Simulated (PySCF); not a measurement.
# Ionisation energy of Dy⁴⁶⁺ by level of theory

Dy⁴⁶⁺ [Ar] 3d2 (3F) → Dy⁴⁷⁺ [Ar] 3d1 (2D), as a difference of total energies. Computed with PySCF 2.14 in an uncontracted even-tempered set (18 s from 10 bohr⁻², ratio 2.5; 12 p from 13 bohr⁻², ratio 2.5; 7 d from 13 bohr⁻², ratio 2.5; 4 f from 45 bohr⁻², ratio 2.7; 3 g from 68 bohr⁻², ratio 2.7), with scalar relativity by spin-free X2C-1e. Correlated levels: outer shells: [Ne] frozen; virtual orbitals above 40 to 60 times the deepest correlated orbital energy dropped. The calculations carry no spin-orbit coupling.

```
                method  ionisation energy (eV)
                   UHF                  3831.0
                   LDA                  3829.3
                   PBE                  3830.4
                  PBE0                  3830.9
                r2SCAN                  3832.7
                 M06-L                  3832.1
                B2PLYP                  3831.1
    MP2 (outer shells)                  3830.5
SCS-MP2 (outer shells)                  3830.5
```

Spin-orbit coupling is strong in these open shells (close to jj coupling). The scalar numbers leave it out and a first-order estimate fails, so it can dominate the gap to the real levels.

Breit and QED terms and the two-electron picture change are absent.

For comparison: 3852 ± 4 eV (theoretical estimate listed by NIST; NIST Atomic Spectra Database, ionization energies).
